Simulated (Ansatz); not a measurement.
Basis sets compared for [WOS3]2- (WS3O²⁻). Charge -2, multiplicity 1. Geometry PBE0-D4/def2-SVPD. Ansatz on 4 threads of Arm Neoverse V2 on a shared host; times are rough, and most runs start from earlier orbitals.

```xyz
5

W    -0.027    0.064   -0.010
O    -0.707    1.641   -0.259
S    -1.460   -1.450   -0.841
S     0.255   -0.231    2.196
S     1.940   -0.024   -1.086
```

In the def2 sets W takes a core potential; there is no spin–orbit coupling. A multiply charged anion in the gas phase is held together partly by the finite basis. At PBE-D4/def2-SVPD, PBE-D4/def2-TZVPD, PBE0-D4/def2-SVPD, PBE0-D4/def2-TZVPD the highest occupied level of the charge -2 singlet lies above zero (up to 3.03 eV). The electron is either unbound and held by the finite basis, or the level is raised by self-interaction error.

| level | functions | energy (Eh) | HOMO (eV) | LUMO (eV) | wall time |
| --- | --- | --- | --- | --- | --- |
| PBE-D4/def2-SVPD | 139 | -1336.2156 | 2.99 | 5.80 | 1.6 s |
| PBE0-D4/def2-SVPD | 139 | -1336.2271 | 2.03 | 6.40 | 2.2 s |

**Question.** Estimate the rows for PBE-D4/def2-TZVPD, PBE0-D4/def2-TZVPD.

**Answer.** 
| level | functions | energy (Eh) | HOMO (eV) | LUMO (eV) | wall time |
| --- | --- | --- | --- | --- | --- |
| PBE-D4/def2-TZVPD | 221 | -1336.7154 | 3.03 | 5.47 | 2.6 s |
| PBE0-D4/def2-TZVPD | 221 | -1336.7264 | 2.08 | 5.81 | 4.6 s |
